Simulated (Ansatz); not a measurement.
`[OH][In]([F])[Br]` + H–F → `[F][In]([F])[Br]` + H₂O at 500 K and 1 bar (ligand exchange at the In–O bond).

Isolated molecules relaxed with PBE0-D4/def2-TZVP in Ansatz; ΔE leaves out vibrations. CCSD(T)/CBS is the MP2 limit (def2-TZVPP, def2-QZVPP) plus CCSD(T) − MP2 in def2-TZVPP, frozen cores. This one scheme is used for every species. Elements past krypton have def2 core potentials. For Br, In outer-core shells are correlated without core-valence functions, which leaves a few kJ/mol of doubt a bond. Scalar relativity is left out up to krypton. One conformer a species, not always the lowest.

```json
{"species": "`[OH][In]([F])[Br]`", "CCSD(T)/CBS energy (Eh)": "-2938.80145", "H − E (kJ/mol)": "77.6", "S (J/(mol·K))": "398.4"}
{"species": "H–F", "CCSD(T)/CBS energy (Eh)": "-100.39570", "H − E (kJ/mol)": "39.4", "S (J/(mol·K))": "188.7"}
{"species": "`[F][In]([F])[Br]`", "CCSD(T)/CBS energy (Eh)": "-2962.82519", "H − E (kJ/mol)": "44.0", "S (J/(mol·K))": "379.5"}
{"species": "H₂O", "CCSD(T)/CBS energy (Eh)": "-76.37941", "H − E (kJ/mol)": "73.2", "S (J/(mol·K))": "206.3"}
```

H − E and S are ideal-gas, rigid-rotor, harmonic terms from PBE0-D4/def2-TZVP, for one conformer and one mirror image of each species. 1 Eh = 2625.50 kJ/mol, R = 8.31446 J/(mol·K).

Question: By hand: ΔE, ΔH, ΔS and ΔG.

Answer: ΔE = (-2962.82519) + (-76.37941) − (-2938.80145) − (-100.39570) = -0.00745 Eh = -19.6 kJ/mol. Δ(H − E) = 44.0 + 73.2 − 77.6 − 39.4 = 0.2, so ΔH = -19.4 kJ/mol. ΔS = 379.5 + 206.3 − 398.4 − 188.7 = -1.3 J/(mol·K). ΔG = -19.4 − 500 × (-1.3)/1000 = -18.8 kJ/mol.

Question: By hand: the equilibrium constant, and the temperature at which ΔG would vanish if ΔH and ΔS stayed fixed.

Answer: log₁₀ K = −ΔG/(RT ln 10) = 2.0. ΔG = 0 at ΔH/ΔS = 14923 K, far beyond where these terms or the molecules hold.

The number of gas molecules stays the same, so ΔS is small and ΔH decides. A doubt of 5 kJ/mol in ΔE shifts log₁₀ K by 0.5 here. Other conformers and mirror images would add mixing entropy, several J/(mol·K) or more a flexible species. These are equilibria of isolated gas molecules and say nothing of rates. Largest T1 diagnostic: 0.014 (customary marks: 0.02 for closed shells, 0.045 for open ones).
